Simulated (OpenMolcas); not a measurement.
Ga: the spin-orbit constant, worked from levels

| Quantity | Value |
| --- | --- |
| Program | OpenMolcas 26.06 |
| Basis | ANO-RCC-VTZP [6s5p3d1f] |
| Scalar Hamiltonian | DKH2, point nucleus |
| Active space | 3 electrons in 9 orbitals (RAS2 4s 4p; RAS3 4d, at most 2 electrons) |
| State averaging | 2S+1 = 4 odd, 1 root (0 in the spin-orbit step); 2S+1 = 2 odd, 3 roots; 2S+1 = 4 even, 3 roots; 2S+1 = 2 even, 5 roots |
| Spin-orbit coupling | RASSI with atomic mean-field integrals over the reference wave functions, term energies averaged over their components |

Methods: RASSCF; SS-RASPT2, IPEA 0.25 Eh, imaginary shift 0.1 Eh (closed shells correlated: 3d). Measured levels: NIST Handbook of Basic Atomic Spectroscopic Data.

**The spin-orbit constant.** For the Hund term ²P° of p1, E(J) = (A/2) J(J+1) + constant and ζ = 2S·A = A. From J = 1/2 to J = 3/2 the energy changes by 1.5 A.

```tsv
Source	E(3/2) - E(1/2)	A	ζ
RASSCF	825.5	550.3	550
SS-RASPT2	825.5	550.3	550
measured	826.2	550.8	551
```

All in cm-1. SS-RASPT2 is off by -0.1 % and RASSCF by -0.1 %. Both methods take the spin-orbit matrix elements from the reference wave functions, so the second can move ζ only through the term energies and any multistate remixing.

CASPT2 breaks the degeneracy within a term, and the mean is taken; among the terms shown or strongly mixed into the levels shown the widest spread is 11 cm-1 (4s² 4p ²P°, SS-RASPT2). Some high roots are left out of the spin-orbit mixing, which shifts the levels that they would mix with. Active for correlation alone: 4d; no level in the range computed is led by a configuration that fills it, so any true level of that kind is missing. Without dynamic correlation excited terms often stand tens of per cent too high (terms of higher spin than the ground term too low), and those without a measured partner can miss by more than the paired ones (holds for RASSCF). Computed and measured levels are paired by configuration, term and J; levels that our copy of the source lacks, or whose pairing is in doubt (as where it misses far off the trend of its configuration), stay unpaired and out of the deviations. Only configurations of the active space appear.

° marks odd parity.
